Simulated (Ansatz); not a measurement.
The cluster Li₄H⁺, relaxed as a triplet with UKS PBE0-D4/def2-TZVP in Ansatz, starting from the PBE0-D4/def2-TZVP geometry of the charge +1 singlet. Force threshold 0.02 eV/Å.

At PBE0-D4/def2-TZVP a singlet of charge 1 lies 0.73 eV below the triplet, each at its own geometry. The structure comes from a short search, and lower isomers may exist.

Start:

```xyz
5

Li   -1.279   -0.820    0.363
Li    1.641   -0.697    1.709
Li    0.672   -0.411   -1.352
Li   -0.143    1.552    0.207
H    -0.891    0.376   -0.927
```

Estimate the energy that the relaxation releases and the steps that it takes.

31.9 kJ/mol, in 7 steps; 4.4 s on 4 threads of Arm Neoverse V2 on a shared host. No frequencies were taken in this run, so the end may be a saddle point.

Does the start keep its bonding and symmetry?

By distances, no bond broke or formed, bridged metal pairs apart. The bond that changes most is Li1–Li2, from 3.22 to 2.96 Å (atoms count from 1). Metal–metal contacts that move far: Li3–Li4 2.64 to 3.37 Å.

Predict the relaxed structure.


Cartesian coordinates in Å:
```
Li -1.119 -0.811 0.418
Li 1.520 -0.767 1.765
Li 0.572 -0.655 -1.722
Li -0.437 1.850 0.289
H -0.535 0.383 -0.751
```
Bond lengths (bridged metal pairs left out): 1 × Li–Li 2.96 Å; 3 × H–Li 1.77 to 1.80 Å.
